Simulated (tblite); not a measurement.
Species: C₈H₁₂.
SMILES with atom numbers: `[CH2:1]=[CH:2][C@:3]12[CH2:4][CH2:5][C@H:6]1[CH2:7][CH2:8]2` (hydrogens: H9, H10 on C1; H11 on C2; H12, H13 on C4; H14, H15 on C5; H16 on C6; H17, H18 on C7; H19, H20 on C8)

Computed with GFN2-xTB (tblite), gas phase: Langevin dynamics at 300 K from the optimised GFN2-xTB geometry, time step 0.5 fs, friction 0.01 fs⁻¹, 2000 steps.

The start geometry, which sets the zero of energy:
```
atom  x, y, z in Å
C1      2.637   -0.435   -0.732
C2      1.358   -0.746   -0.843
C3      0.259   -0.172   -0.033
C4     -0.466   -1.167    0.907
C5     -1.816   -0.812    0.262
C6     -1.119    0.219   -0.633
C7     -0.983    1.614   -0.006
C8      0.397    1.240    0.561
H9      3.390   -0.903   -1.344
H10     2.988    0.295   -0.023
H11     1.041   -1.497   -1.558
H12    -0.162   -2.202    0.760
H13    -0.378   -0.922    1.964
H14    -2.261   -1.636   -0.291
H15    -2.564   -0.400    0.938
H16    -1.331    0.177   -1.699
H17    -0.952    2.421   -0.735
H18    -1.741    1.846    0.740
H19     0.489    1.279    1.645
H20     1.208    1.812    0.116
```

**Question.** These frames come from the run, each turned onto the start geometry. Order them by potential energy, lowest first.
A.
```
atom  x, y, z in Å
C1      2.481   -1.018   -0.487
C2      1.401   -0.467   -0.971
C3      0.243   -0.081   -0.139
C4     -0.218   -1.027    0.907
C5     -1.671   -0.901    0.335
C6     -1.219    0.207   -0.573
C7     -1.066    1.652   -0.035
C8      0.358    1.416    0.349
H9      3.315   -1.209   -1.112
H10     2.448   -1.083    0.597
H11     1.336   -0.184   -2.006
H12     0.298   -1.985    0.709
H13    -0.218   -0.658    1.914
H14    -2.063   -1.825   -0.222
H15    -2.514   -0.607    1.030
H16    -1.555    0.139   -1.613
H17    -1.201    2.423   -0.750
H18    -1.738    1.776    0.833
H19     0.506    1.427    1.411
H20     1.072    2.016   -0.180
```
B.
```
atom  x, y, z in Å
C1      2.432   -1.065   -0.396
C2      1.432   -0.428   -0.960
C3      0.283    0.013   -0.210
C4     -0.274   -1.011    0.841
C5     -1.695   -0.919    0.263
C6     -1.232    0.250   -0.656
C7     -1.142    1.646    0.060
C8      0.399    1.479    0.245
H9      3.339   -1.316   -0.928
H10     2.387   -1.352    0.668
H11     1.452   -0.122   -2.007
H12     0.155   -1.980    0.874
H13    -0.160   -0.750    1.923
H14    -1.980   -1.826   -0.314
H15    -2.419   -0.696    1.068
H16    -1.513    0.224   -1.705
H17    -1.479    2.494   -0.554
H18    -1.704    1.664    1.007
H19     0.807    1.568    1.243
H20     0.907    2.140   -0.465
```
C.
```
atom  x, y, z in Å
C1      2.546   -0.805   -0.504
C2      1.408   -0.402   -0.979
C3      0.281   -0.076   -0.108
C4     -0.270   -1.115    0.850
C5     -1.717   -0.796    0.446
C6     -1.185    0.181   -0.641
C7     -1.125    1.600   -0.114
C8      0.302    1.370    0.412
H9      3.390   -1.086   -1.165
H10     2.689   -0.992    0.520
H11     1.321   -0.305   -2.065
H12    -0.075   -2.140    0.649
H13    -0.026   -0.950    1.919
H14    -2.187   -1.662    0.009
H15    -2.355   -0.351    1.194
H16    -1.423    0.036   -1.685
H17    -1.197    2.359   -0.909
H18    -1.914    1.766    0.601
H19     0.409    1.415    1.531
H20     1.124    1.965    0.036
```
D.
```
atom  x, y, z in Å
C1      2.699   -0.668   -0.617
C2      1.381   -0.573   -0.916
C3      0.299   -0.085   -0.073
C4     -0.348   -1.181    0.906
C5     -1.745   -0.804    0.411
C6     -1.088    0.105   -0.661
C7     -1.124    1.604   -0.182
C8      0.173    1.354    0.539
H9      3.503   -0.958   -1.365
H10     3.064   -0.594    0.345
H11     1.248   -0.745   -1.985
H12    -0.033   -2.221    0.629
H13    -0.130   -1.130    1.947
H14    -2.536   -1.411    0.012
H15    -2.203   -0.192    1.213
H16    -1.385   -0.106   -1.696
H17    -1.100    2.375   -0.925
H18    -1.860    1.932    0.547
H19     0.161    1.309    1.633
H20     1.017    2.000    0.235
```
E.
```
atom  x, y, z in Å
C1      2.599   -0.979   -0.574
C2      1.509   -0.293   -0.835
C3      0.246   -0.053   -0.044
C4     -0.298   -1.115    0.858
C5     -1.682   -0.850    0.413
C6     -1.149    0.141   -0.650
C7     -1.142    1.580   -0.137
C8      0.248    1.396    0.396
H9      3.351   -1.072   -1.320
H10     2.742   -1.500    0.363
H11     1.495    0.167   -1.787
H12     0.108   -2.156    0.781
H13    -0.159   -0.958    1.907
H14    -2.315   -1.676   -0.025
H15    -2.306   -0.353    1.172
H16    -1.375    0.053   -1.768
H17    -1.262    2.402   -0.832
H18    -1.872    1.726    0.701
H19     0.192    1.506    1.490
H20     1.067    2.044   -0.113
```

**Answer.** C (0.329 eV), B (0.449 eV), A (0.641 eV), E (0.760 eV), D (0.878 eV).

In the order of the answer:

```json
{"t (fs)": "400", "E above start (eV)": "0.329", "largest force (eV/Å)": "2.35", "rms force component (eV/Å)": "0.648", "rms distance from start (Å)": "0.500", "rms bond change (Å)": "0.020", "bond most changed (Å)": "C8–H19 +0.036"}
{"t (fs)": "575", "E above start (eV)": "0.449", "largest force (eV/Å)": "2.11", "rms force component (eV/Å)": "0.570", "rms distance from start (Å)": "0.671", "rms bond change (Å)": "0.022", "bond most changed (Å)": "C3–C6 +0.045"}
{"t (fs)": "450", "E above start (eV)": "0.641", "largest force (eV/Å)": "2.60", "rms force component (eV/Å)": "0.783", "rms distance from start (Å)": "0.563", "rms bond change (Å)": "0.029", "bond most changed (Å)": "C3–C4 -0.065"}
{"t (fs)": "950", "E above start (eV)": "0.760", "largest force (eV/Å)": "2.88", "rms force component (eV/Å)": "0.894", "rms distance from start (Å)": "0.634", "rms bond change (Å)": "0.034", "bond most changed (Å)": "C8–H20 +0.074"}
{"t (fs)": "325", "E above start (eV)": "0.878", "largest force (eV/Å)": "3.32", "rms force component (eV/Å)": "0.946", "rms distance from start (Å)": "0.389", "rms bond change (Å)": "0.030", "bond most changed (Å)": "C1–H9 +0.058"}
```

The cost below is that of the whole dynamics run. Cost: about 40 s of CPU time on one thread; the machine was shared, so the figure is rough.
